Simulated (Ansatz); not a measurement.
# Molecular dynamics of BF₂H₄NO

Input file:

```yaml
crystal:
  periodic: [false, false, false]
  atoms:
    - { symbol: B, position_ang: [-0.049858, 0.392843, 0.044262] }
    - { symbol: F, position_ang: [-0.257548, -0.215119, 1.79313] }
    - { symbol: F, position_ang: [1.098117, -0.220183, -0.280526] }
    - { symbol: O, position_ang: [-1.214108, 0.12487, -0.602093] }
    - { symbol: H, position_ang: [-1.228504, -0.779456, -0.964081] }
    - { symbol: "N", position_ang: [0.057295, 1.746972, 0.671949] }
    - { symbol: H, position_ang: [0.977478, 2.195869, 0.596842] }
    - { symbol: H, position_ang: [-0.699604, 2.395496, 0.424999] }
    - { symbol: H, position_ang: [-0.145071, 0.850511, 1.741919] }
basis:
  gaussian: { orbitals: def2-SVP }
hamiltonian:
  xc: lda
md:
  timestep: 0.5
  n_steps: 200
  ensemble: nve
  temperature: 300.0
  initial_velocities: maxwell_boltzmann
  seed: 4374
```

Launched with:

```bash
$ ansatz run input.yaml --threads 2 --pin off --max-ram 3072MiB --backend cpu --events-out ev --progress --plain --runs-dir out
```

It starts at the highest image of a converged band, a first-order saddle point between two minima.

Output, in part (one step line in 7, the closing report, with atoms numbered from 0):

```
md step     0: t =     0.00 fs  T =   300.0 K  F+E_penalty+E_count = -9639.95964129 eV  E_kin = 0.271446 eV  conserved = -9639.68819529 eV  (27 SCF iters)
md step     7: t =     3.50 fs  T =   159.8 K  F+E_penalty+E_count = -9639.83067376 eV  E_kin = 0.144615 eV  conserved = -9639.68605898 eV  (30 SCF iters)
md step    14: t =     7.00 fs  T =    69.2 K  F+E_penalty+E_count = -9639.74753319 eV  E_kin = 0.062625 eV  conserved = -9639.68490854 eV  (32 SCF iters)
md step    21: t =    10.50 fs  T =   161.3 K  F+E_penalty+E_count = -9639.83250375 eV  E_kin = 0.145907 eV  conserved = -9639.68659713 eV  (31 SCF iters)
md step    28: t =    14.00 fs  T =   183.3 K  F+E_penalty+E_count = -9639.85291580 eV  E_kin = 0.165855 eV  conserved = -9639.68706052 eV  (30 SCF iters)
md step    35: t =    17.50 fs  T =    94.2 K  F+E_penalty+E_count = -9639.77082134 eV  E_kin = 0.085192 eV  conserved = -9639.68562975 eV  (30 SCF iters)
md step    42: t =    21.00 fs  T =   107.1 K  F+E_penalty+E_count = -9639.78277868 eV  E_kin = 0.096881 eV  conserved = -9639.68589727 eV  (30 SCF iters)
md step    49: t =    24.50 fs  T =   198.7 K  F+E_penalty+E_count = -9639.86733790 eV  E_kin = 0.179806 eV  conserved = -9639.68753206 eV  (30 SCF iters)
md step    56: t =    28.00 fs  T =   149.5 K  F+E_penalty+E_count = -9639.82200811 eV  E_kin = 0.135244 eV  conserved = -9639.68676370 eV  (30 SCF iters)
md step    63: t =    31.50 fs  T =    89.0 K  F+E_penalty+E_count = -9639.76587113 eV  E_kin = 0.080496 eV  conserved = -9639.68537523 eV  (30 SCF iters)
md step    70: t =    35.00 fs  T =   192.9 K  F+E_penalty+E_count = -9639.86172715 eV  E_kin = 0.174497 eV  conserved = -9639.68723026 eV  (27 SCF iters)
md step    77: t =    38.50 fs  T =   247.3 K  F+E_penalty+E_count = -9639.91176469 eV  E_kin = 0.223783 eV  conserved = -9639.68798206 eV  (29 SCF iters)
md step    84: t =    42.00 fs  T =   134.1 K  F+E_penalty+E_count = -9639.80686688 eV  E_kin = 0.121300 eV  conserved = -9639.68556696 eV  (30 SCF iters)
md step    91: t =    45.50 fs  T =   138.3 K  F+E_penalty+E_count = -9639.81021294 eV  E_kin = 0.125146 eV  conserved = -9639.68506728 eV  (28 SCF iters)
md step    98: t =    49.00 fs  T =   236.0 K  F+E_penalty+E_count = -9639.90057156 eV  E_kin = 0.213563 eV  conserved = -9639.68700886 eV  (29 SCF iters)
md step   105: t =    52.50 fs  T =   226.5 K  F+E_penalty+E_count = -9639.89222209 eV  E_kin = 0.204951 eV  conserved = -9639.68727156 eV  (29 SCF iters)
md step   112: t =    56.00 fs  T =   147.4 K  F+E_penalty+E_count = -9639.81884374 eV  E_kin = 0.133330 eV  conserved = -9639.68551395 eV  (29 SCF iters)
md step   119: t =    59.50 fs  T =   162.5 K  F+E_penalty+E_count = -9639.83250870 eV  E_kin = 0.147075 eV  conserved = -9639.68543393 eV  (28 SCF iters)
md step   126: t =    63.00 fs  T =   260.1 K  F+E_penalty+E_count = -9639.92296949 eV  E_kin = 0.235346 eV  conserved = -9639.68762333 eV  (27 SCF iters)
md step   133: t =    66.50 fs  T =   219.8 K  F+E_penalty+E_count = -9639.88624333 eV  E_kin = 0.198876 eV  conserved = -9639.68736737 eV  (28 SCF iters)
md step   140: t =    70.00 fs  T =   155.0 K  F+E_penalty+E_count = -9639.82578174 eV  E_kin = 0.140252 eV  conserved = -9639.68552948 eV  (28 SCF iters)
md step   147: t =    73.50 fs  T =   239.2 K  F+E_penalty+E_count = -9639.90298929 eV  E_kin = 0.216420 eV  conserved = -9639.68656891 eV  (27 SCF iters)
md step   154: t =    77.00 fs  T =   274.0 K  F+E_penalty+E_count = -9639.93537410 eV  E_kin = 0.247903 eV  conserved = -9639.68747149 eV  (28 SCF iters)
md step   161: t =    80.50 fs  T =   179.9 K  F+E_penalty+E_count = -9639.84885205 eV  E_kin = 0.162778 eV  conserved = -9639.68607357 eV  (28 SCF iters)
md step   168: t =    84.00 fs  T =   144.7 K  F+E_penalty+E_count = -9639.81602774 eV  E_kin = 0.130888 eV  conserved = -9639.68513998 eV  (28 SCF iters)
md step   175: t =    87.50 fs  T =   228.3 K  F+E_penalty+E_count = -9639.89325207 eV  E_kin = 0.206528 eV  conserved = -9639.68672381 eV  (28 SCF iters)
md step   182: t =    91.00 fs  T =   257.9 K  F+E_penalty+E_count = -9639.92087067 eV  E_kin = 0.233349 eV  conserved = -9639.68752149 eV  (28 SCF iters)
md step   189: t =    94.50 fs  T =   170.3 K  F+E_penalty+E_count = -9639.83999065 eV  E_kin = 0.154070 eV  conserved = -9639.68592028 eV  (28 SCF iters)
md step   196: t =    98.00 fs  T =   150.4 K  F+E_penalty+E_count = -9639.82156194 eV  E_kin = 0.136077 eV  conserved = -9639.68548529 eV  (29 SCF iters)
md step   200: t =   100.00 fs  T =   223.0 K  F+E_penalty+E_count = -9639.88871565 eV  E_kin = 0.201819 eV  conserved = -9639.68689667 eV  (27 SCF iters)
Total energy: -9639.88874325 eV, -354.2593771632 hartree
Atom 0 at    -0.027936     0.527619    -0.188971 Å, force     0.862873    -0.037292     0.458053 eV/Å
Atom 1 at    -0.285219    -0.370751     2.131513 Å, force    -0.131047    -0.602386     0.187553 eV/Å
Atom 2 at     1.105026    -0.184007    -0.306486 Å, force    -0.441189    -0.008369    -0.210914 eV/Å
Atom 3 at    -1.211534     0.171618    -0.706193 Å, force    -0.247469     1.099286     0.155732 eV/Å
Atom 4 at    -1.395909    -0.742621    -0.896753 Å, force     0.118214    -1.066098    -0.234045 eV/Å
Atom 5 at     0.081000     1.765680     0.521797 Å, force    -0.288718     0.822235     0.192338 eV/Å
Atom 6 at     0.998829     2.264369     0.611093 Å, force    -0.909484    -0.529011    -0.116634 eV/Å
Atom 7 at    -0.756191     2.397480     0.481357 Å, force     0.891344    -0.490786     0.061134 eV/Å
Atom 8 at    -0.156454     0.547338     1.955568 Å, force     0.145476     0.812420    -0.493216 eV/Å
Dipole moment:    -0.104323     0.474208    -0.190946 e Å
```

All steps were run. The conserved energy stayed within 0.39 meV per atom of its start (net change 0.14 meV per atom), so the integration is sound. A run of 0.1 ps of so small a system gives no equilibrium averages. The orbitals stay closed-shell, which can raise the energy where a bond breaks towards radicals; this wasn't checked here.

Between its relaxed ends the band would form F2–H9 and break B1–F2, N6–H9. These pairs go: F2–H9 1.07 → 0.94 Å, B1–F2 1.86 → 2.50 Å, N6–H9 1.41 → 1.90 Å. In the last frame they stand as after the step (other bonds may differ from the relaxed reactants and products). It ends as BFH3NO + FH. Pairs count as bonded within 1.25 times the sum of covalent radii (0.12 Å more for H–H).

Last frame:

```xyz
9
Properties=species:S:1:pos:R:3
B -0.028 0.528 -0.189
F -0.285 -0.371 2.131
F 1.105 -0.184 -0.306
O -1.212 0.172 -0.706
H -1.396 -0.743 -0.897
N 0.081 1.766 0.522
H 0.999 2.264 0.611
H -0.756 2.397 0.481
H -0.157 0.547 1.956
```

Run time: 120 s on 2 threads of Intel(R) Xeon(R) Platinum 8488C (Sapphire Rapids) (shared host), peak memory 0.13 GiB.
